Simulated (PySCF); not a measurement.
A structure optimised at r2SCAN-D4/def2-SVP, used in a PySCF frequency run:

```xyz
6

W      0.0000     0.0000     0.0613
O      0.0000     0.0000     1.7747
F      0.0000     0.0000    -1.8656
F     -1.5883    -0.9170    -0.0720
F      0.0000     1.8340    -0.0720
F      1.5883    -0.9170    -0.0720
```

Q: Write its SMILES, formula and point group.

A: [O]=[W]([F])([F])([F])[F], F₄OW, C3v

Q: What are its rotational constants (standard atomic weights)?

A: 2.6363, 2.3688, 2.3688 GHz
